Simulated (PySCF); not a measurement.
# Field gradients at the hydrogen positions

Compound: H6O4Si3.
Geometry (GFN2-xTB, Å), atoms numbered from 1 in this order:
```
atom  x, y, z in Å
O1     2.7175    0.5017    0.3508
Si2    1.3448    0.4208   -0.4848
O3     0.7553   -1.0955   -0.4914
Si4   -0.7542   -1.6540   -0.2779
O5    -1.7096   -0.4231    0.1867
Si6   -1.3650    1.1428    0.4567
O7     0.2119    1.3929    0.1616
H8     2.7616    0.2698    1.2760
H9     1.6502    0.8410   -1.8305
H10   -0.6837   -2.5898    0.8339
H11   -1.2508   -2.1070   -1.5667
H12   -2.1290    1.9127   -0.5104
H13   -1.5535    1.3881    1.8782
```

Level: PBE0/pcSseg-1 (PySCF, non-relativistic); Q(2H) = 0.00286 b; rigid geometry, the same for H and D, with no vibrational averaging.

Problem. Rank these positions by the coupling χzz of a deuteron there, largest first.
A. H8 (hydroxyl hydrogen)
B. H12 (Si–H hydrogen)
C. H9 (Si–H hydrogen)

Solution. A (341 kHz), C (115 kHz), B (110 kHz).

Problem. What are Vzz, η and χzz (234.96 MHz × Q × Vzz) at all hydrogens?

Solution. 
```json
{"atom": "H8", "bonded to": "O1", "bond length (Å)": "0.955", "Vzz (au)": "0.5075", "η": "0.06", "χzz (kHz)": "341"}
{"atom": "H9", "bonded to": "Si2", "bond length (Å)": "1.443", "Vzz (au)": "0.1716", "η": "0.01", "χzz (kHz)": "115"}
{"atom": "H10", "bonded to": "Si4", "bond length (Å)": "1.455", "Vzz (au)": "0.1628", "η": "0.01", "χzz (kHz)": "109"}
{"atom": "H11", "bonded to": "Si4", "bond length (Å)": "1.453", "Vzz (au)": "0.1637", "η": "0.01", "χzz (kHz)": "110"}
{"atom": "H12", "bonded to": "Si6", "bond length (Å)": "1.453", "Vzz (au)": "0.1639", "η": "0.01", "χzz (kHz)": "110"}
{"atom": "H13", "bonded to": "Si6", "bond length (Å)": "1.455", "Vzz (au)": "0.1629", "η": "0.01", "χzz (kHz)": "109"}
```

Problem. Average by the element that carries the hydrogen.

Solution. on O: 341 kHz over 1 position, mean bond length 0.955 Å; on Si: 111 kHz over 5 positions, mean bond length 1.452 Å.

Problem. A static deuteron (I = 1) shows a doublet split by (3/2)χ, (3/4)χ(1 + η) and (3/4)χ(1 − η) with the field along z, y and x of the gradient. What are these for H10?

Solution. With |χ| = 109.4 kHz and η = 0.010: 164, 83 and 81 kHz, to first order and without motion.

Geometry: GFN2-xTB, one conformer, isolated molecule. GFN2-xTB bond lengths can be off by several hundredths of an ångström, more for odd bonds, and the gradients follow them. The small basis limits the accuracy of the gradients.
